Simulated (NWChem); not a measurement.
System: Si₃H₇Cl; SMILES [SiH3][SiH]([SiH3])Cl

NWChem input:

```
start job
memory heap 200 mb stack 900 mb global 1100 mb
geometry units angstroms noautosym nocenter noautoz
  Si    -0.061836     0.584225     0.000000
  Si     0.983311    -0.174723    -1.959024
  Si     0.983311    -0.174723     1.959024
  Cl    -2.011416    -0.175355     0.000000
  H     -0.151346     2.077328     0.000000
  H      2.380429     0.357449    -2.023170
  H      0.222201     0.285475    -3.159415
  H      1.029325    -1.668185    -1.941459
  H      0.222201     0.285475     3.159415
  H      2.380429     0.357449     2.023170
  H      1.029325    -1.668185     1.941459
end
basis spherical
  * library pcsseg-1
end
dft
  xc kt2
  iterations 150
end
property
  shielding 7 1 2 4 5 6 7 8
end
task dft property
```

NWChem printed, in part:

```
             Northwest Computational Chemistry Package (NWChem) 7.3.0
             --------------------------------------------------------

                             Geometry "geometry" -> ""
                             -------------------------

 Output coordinates in angstroms (scale by  1.889725989 to convert to a.u.)

  No.       Tag          Charge          X              Y              Z
 ---- ---------------- ---------- -------------- -------------- --------------
    1 Si                  14.0000    -0.06183600     0.58422500     0.00000000
    2 Si                  14.0000     0.98331100    -0.17472300    -1.95902400
    3 Si                  14.0000     0.98331100    -0.17472300     1.95902400
    4 Cl                  17.0000    -2.01141600    -0.17535500     0.00000000
    5 H                    1.0000    -0.15134600     2.07732800     0.00000000
    6 H                    1.0000     2.38042900     0.35744900    -2.02317000
    7 H                    1.0000     0.22220100     0.28547500    -3.15941500
    8 H                    1.0000     1.02932500    -1.66818500    -1.94145900
    9 H                    1.0000     0.22220100     0.28547500     3.15941500
   10 H                    1.0000     2.38042900     0.35744900     2.02317000
   11 H                    1.0000     1.02932500    -1.66818500     1.94145900

 Effective nuclear repulsion energy (a.u.)     327.7390657579

                              NWChem Property Module
                              ----------------------

  itol2e modified to match energy
  convergence criterion.

                                 NWChem DFT Module
                                 -----------------

 Summary of "ao basis" -> "ao basis" (spherical)
 ------------------------------------------------------------------------------
       Tag                 Description            Shells   Functions and Types
 ---------------- ------------------------------  ------  ---------------------
 Si                         pcsseg-1                10       24   4s5p1d
 Cl                         pcsseg-1                10       24   4s5p1d
 H                          pcsseg-1                 3        5   2s1p

  itol2e modified to match energy
  convergence criterion.

[...]

          -----------------------------------------
          Chemical Shielding Tensors (GIAO, in ppm)
          -----------------------------------------

                                NWChem CPHF Module
                                ------------------

  scftype          =     RHF
  nclosed          =       33
  nopen            =        0
  variables        =     3234
  # of vectors     =        3
  tolerance        = 0.10D-03
  level shift      = 0.00D+00
  max iterations   =       50
  max subspace     =       30

 SCF residual:    1.5226484357561324E-004

Iterative solution of linear equations
  No. of variables     3234
  No. of equations        3
  Maximum subspace       30
        Iterations       50
       Convergence  1.0D-04

   iter   nsub   residual    time
   ----  ------  --------  ---------
     1      3    5.12D-05      87.1

      Atom:    1  Si
        Diamagnetic
    887.5557      2.4214     -0.0000
      2.4214    878.7422     -0.0000
     -0.0000     -0.0000    883.5500

        Paramagnetic
   -437.9665     51.9377     -0.0000
     51.9377   -562.7971     -0.0000
     -0.0000     -0.0000   -538.8958

        Total Shielding Tensor
    449.5892     54.3590     -0.0000
     54.3590    315.9451     -0.0000
     -0.0000     -0.0000    344.6542

           isotropic =     370.0628
          anisotropy =     148.2663

          Principal Components and Axis System
                 1           2           3
              468.9071    344.6542    296.6272

      1         0.9423      0.0000     -0.3349
      2         0.3349     -0.0000      0.9423
      3        -0.0000      1.0000      0.0000

      Atom:    2  Si
        Diamagnetic
    882.9097     -0.6504     -3.3538
     -0.6504    880.1675      1.5501
     -3.3538      1.5501    886.0874

        Paramagnetic
   -420.8226     -1.2776     -8.3425
     -1.2776   -426.0160      3.1746
     -8.3425      3.1746   -416.8209

        Total Shielding Tensor
    462.0871     -1.9280    -11.6964
     -1.9280    454.1515      4.7247
    -11.6964      4.7247    469.2665

           isotropic =     461.8350
          anisotropy =      25.6009

          Principal Components and Axis System
                 1           2           3
              478.9023    454.5426    452.0603

      1        -0.5750      0.6815     -0.4528
      2         0.1964      0.6522      0.7322
      3         0.7942      0.3321     -0.5088

      Atom:    3  Cl
        Diamagnetic
   1156.8650      3.0145     -0.0000
      3.0145   1147.6223     -0.0000
     -0.0000     -0.0000   1147.9211

        Paramagnetic
   -137.2122    -55.4904     -0.0000
    -55.4904   -103.8583      0.0000
     -0.0000      0.0000   -134.1435

        Total Shielding Tensor
   1019.6528    -52.4759     -0.0000
    -52.4759   1043.7640      0.0000
     -0.0000      0.0000   1013.7776

           isotropic =    1025.7315
          anisotropy =      89.7297

          Principal Components and Axis System
                 1           2           3
             1085.5513   1013.7776    977.8655

      1        -0.6229     -0.0000      0.7823
      2         0.7823     -0.0000      0.6229
      3         0.0000      1.0000      0.0000

      Atom:    4  H
        Diamagnetic
     23.2416      0.3586      0.0000
      0.3586     38.3166     -0.0000
      0.0000     -0.0000     22.5421

        Paramagnetic
      1.0153      1.2534      0.0000
      1.2534     -8.6074     -0.0000
      0.0000     -0.0000     -0.2183

[...]
```

Level: KT2/pcSseg-1, GIAO. The geometry was optimised at PBE0/def2-SVP. The output numbers the shielded atoms by their place in the input's list. The printed shielding anisotropy is the first printed principal value minus the mean of the other two.
